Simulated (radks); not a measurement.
Charge is removed step by step from the 5s1/2 level of Rh, starting from [Kr] 4d8 5s1. All-electron calculation, Dirac Kohn-Sham, PBE, spin-unpolarised, spherical densities, finite nucleus; open shells fill j = l - 1/2 first; Fermi nuclear charge, rms radius 4.4945 fm. Program: a radial shooting solver on a logarithmic mesh with Libxc functionals.

| removed (e) | E - E(0) (eV) | eigenvalue (eV) | E minus straight line (eV) |
|---|---|---|---|
| 0 | 0.000 | -4.294 | 0.000 |
| 0.125 | 0.584 | -5.049 | -0.348 |
| 0.25 | 1.263 | -5.822 | -0.600 |
| 0.375 | 2.040 | -6.610 | -0.755 |
| 0.5 | 2.916 | -7.415 | -0.811 |
| 0.625 | 3.894 | -8.234 | -0.765 |
| 0.75 | 4.975 | -9.067 | -0.615 |
| 0.875 | 6.161 | -9.913 | -0.361 |
| 1 | 7.454 | -10.770 | 0.000 |

Removing the whole electron costs 7.454 eV by Delta-SCF, against 4.294 eV from minus the eigenvalue at the starting occupation. Slater's transition state (half an electron removed) gives 7.415 eV. Integrating minus the eigenvalue over the occupation (Janak's theorem) gives 7.454 eV. The mean slope of the eigenvalue, de/dn, is 6.48 eV per electron. Ionisation energy of Rh in the NIST Atomic Spectra Database: 7.459 eV (measured).

Beside tabulated values, note that spin-unpolarised runs miss the spin-polarisation part of the exchange energy of open shells.
